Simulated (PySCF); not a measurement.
Computed shifts of a molecule CH8OSi2, HF/pcSseg-1 (PySCF), GIAO, gas phase, atoms alike by connectivity averaged where their shifts nearly agree, in ppm (number of nuclei): ²⁹Si: -36.7 (1), -61.4 (1). ¹³C: 49.0 (1). ¹H: 4.54 (3), 4.01 (3), 3.93 (1), 3.35 (1). References: ²⁹Si against TMS (σ = 393.8 ppm); ¹³C against TMS (σ = 192.6 ppm); ¹⁷O against H2O (σ = 333.0 ppm); ¹H against TMS (σ = 31.99 ppm), references at their B3LYP-D3(BJ)/def2-TZVP geometries, non-relativistic. Coordinates come from a B3LYP-D3(BJ)/def2-SVP optimisation. The values are those of a single conformer.

### Question
Which structure fits?
A) OC([SiH3])[SiH3]
B) C[SiH2]O[SiH3]
C) CO[SiH2][SiH3]
D) [SiH3]CO[SiH3]

### Answer
D, [SiH3]CO[SiH3]
